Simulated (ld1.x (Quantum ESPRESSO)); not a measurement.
# iron, ultrasoft: configuration errors across variants

| Property | Result |
| --- | --- |
| Element | iron |
| Generator | ld1.x (Quantum ESPRESSO) 7.5 |
| Type | ultrasoft |
| Functional | BLYP |
| Relativity | fully relativistic |
| Frozen core | [Ar] |
| Valence charge | 8 |
| Reference configuration | 3d6 4s2 4p0 |
| Partial waves | 4s (bound): rcut 2.40, rcutus 2.55 bohr; 4s channel at 1 Ry: rcut 2.40, rcutus 2.55 bohr; 4p (bound, empty): rcut 2.25, rcutus 2.75 bohr; 4p channel at 1.35 Ry: rcut 2.25, rcutus 2.75 bohr; 3d (bound): rcut 1.10, rcutus 1.35 bohr; 3d channel at 0.7 Ry: rcut 1.10, rcutus 1.35 bohr |
| Local potential | all-electron potential smoothed inside 1.85 bohr (lloc = -1) |
| Core correction | none |
| Augmentation charge | PSQ, radius 1.15 bohr |

Open shells are filled in proportion to 2j + 1 (rel_dist='average').

All-electron excitation energies from the reference (eV): (1) 3d6 4s1 4p0 8.729; (2) 3d6 4s0 4p0 25.111; (3) 3d5 4s0 4p0 59.337; (4) 3d7 4s0 4p0 6.775; (5) 3d4 4s0 4p0 112.397; (6) 3d7 4s1 4p0 -0.747; (7) 3d6 4s1 4p1 4.122.

1 further variants failed, have other tests or too few solved ones, and are left out.

Errors AE − PS in meV (a dash: test not solved or not reliable):

```csv
change,(1),(2),(3),(4),(5),(6),(7),bound ghosts
base,+15,+110,+80,+29,-373,-2.4,+40,none
"waves 4s (bound): rcut 2.02, rcutus 2.14 bohr; 4s channel at 1 Ry: rcut 2.02, rcutus 2.14 bohr",+15,+110,+80,+29,-372,-4.2,+40,none
"waves 4s (bound): rcut 2.24, rcutus 2.38 bohr; 4s channel at 1 Ry: rcut 2.24, rcutus 2.38 bohr",+15,+110,+80,+29,-372,-3.4,+40,none
"waves 4s (bound): rcut 2.40, rcutus 2.74 bohr; 4s channel at 1 Ry: rcut 2.40, rcutus 2.74 bohr",+16,+110,+80,+29,-373,-1.1,+41,none
"waves 4s (bound): rcut 2.40, rcutus 3.52 bohr; 4s channel at 1 Ry: rcut 2.40, rcutus 3.52 bohr",+17,+110,+79,+29,-374,+0.7,+42,none
"waves 4s (bound): rcut 2.40, rcutus 3.72 bohr; 4s channel at 1 Ry: rcut 2.40, rcutus 3.72 bohr",+17,+110,+79,+29,-374,+0.4,+42,none
```

(1) Give the same row for: waves 4s (bound): rcut 2.40, rcutus 3.02 bohr; 4s channel at 1 Ry: rcut 2.40, rcutus 3.02 bohr.

Answers

(1) +16, +110, +79, +29, -374, +0.6, +42; bound ghosts: none.
